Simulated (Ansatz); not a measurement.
Total energies of AlAsBFH$_{6}$Si, SMILES `F[B]([SiH3])[AlH][AsH2]`.

Cartesian coordinates in Å:
```
F -0.4045 -2.5042 -0.5521
B -0.2773 -1.1795 -0.5620
Si -1.9473 -0.0469 -0.9174
Al 1.6257 -0.2497 -0.1140
As 2.1247 0.4253 2.1752
H -1.5689 1.1106 -1.7792
H -2.3868 0.5185 0.3928
H -3.0960 -0.7608 -1.5405
H 2.7292 0.0415 -1.2242
H 2.5235 1.8157 1.6987
H 0.6777 0.8297 2.4227
```

Total charge 0; spin multiplicity 1. Correlated methods include outer-core shells of As, which these sets cover unevenly. Scalar relativity is left out up to krypton. The structure was optimised at the PBE0-D4/def2-TZVP level. It is one conformer, not always the lowest. Basis def2-TZVPP, the Gaussian-basis code of Ansatz.

RPA on PBE orbitals: Hartree–Fock energy of these orbitals -2892.67755 Eh, correlation -1.39456 Eh (frozen core).

```tsv
functional	energy without D4 (Eh)	D4 term (kJ/mol)
LDA (SPW92)	-2889.71612	–
PBE	-2895.41188	-24.3
B97M-V	-2895.61393	–
PBE0	-2895.53808	-21.1
B3LYP	-2896.28016	-39.4
r2SCAN0	-2896.02120	-7.5
CAM-B3LYP	-2896.27086	-22.1
LC-ωPBE	-2895.62654	–
ωB97X-V	-2895.85063	–
ωB97M-V	-2895.96325	–
```

**Question.** Give the same for revPBE, BLYP, r2SCAN, r2SCANh, HSE06 (plane-wave form), BHLYP, B2PLYP, PBE-QIDH. (Best estimate.)

**Answer.** Ansatz gave: 
```json
{"functional": "revPBE", "energy without D4 (Eh)": "-2895.84955", "D4 term (kJ/mol)": "-61.2"}
{"functional": "BLYP", "energy without D4 (Eh)": "-2896.20062", "D4 term (kJ/mol)": "-51.0"}
{"functional": "r2SCAN", "energy without D4 (Eh)": "-2896.05759", "D4 term (kJ/mol)": "-6.2"}
{"functional": "r2SCANh", "energy without D4 (Eh)": "-2896.04235", "D4 term (kJ/mol)": "-6.7"}
{"functional": "HSE06 (plane-wave form)", "energy without D4 (Eh)": "-2895.52081", "D4 term (kJ/mol)": "-20.0"}
{"functional": "BHLYP", "energy without D4 (Eh)": "-2896.11764", "D4 term (kJ/mol)": "-34.4"}
{"functional": "B2PLYP", "energy without D4 (Eh)": "-2895.48588", "D4 term (kJ/mol)": "–"}
{"functional": "PBE-QIDH", "energy without D4 (Eh)": "-2895.02234", "D4 term (kJ/mol)": "–"}
```

B3LYP takes the VWN-RPA correlation (the form of Gaussian; ORCA's B3LYP/G). HSE06 is the plane-wave form, built on full-range PBE exchange. The double hybrids freeze the cores in their second-order part.

LC-ωPBE has ω = 0.4 bohr⁻¹.
